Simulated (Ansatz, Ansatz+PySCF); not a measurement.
```csv
atom,x (Å),y (Å),z (Å)
C,0.4722,0.0713,-0.3104
N,-0.6109,-0.0615,0.2965
H,-0.4849,-0.5479,1.1716
H,0.4932,0.5776,-1.2748
H,1.4354,-0.2910,0.0589
```

Basis set: def2-SVP (spherical functions). Frozen core: 2 orbitals. Charge 0, multiplicity 3.

Computed with Ansatz (development build ahead of 0.2.0); each method stands on the lowest determinant of its kind that the runs found.

The atomization energy at this shape (free ground-state atoms in the same class of orbitals less the molecule, no zero-point energy) of triplet CH3N:

```json
{"method": "UHF-CCSD(T)", "atomization energy": "13.12 eV"}
{"method": "UHF-MP2", "atomization energy": "13.07 eV"}
```

What does UHF give?

9.26 eV. Caution: another spin multiplicity may lie lower.
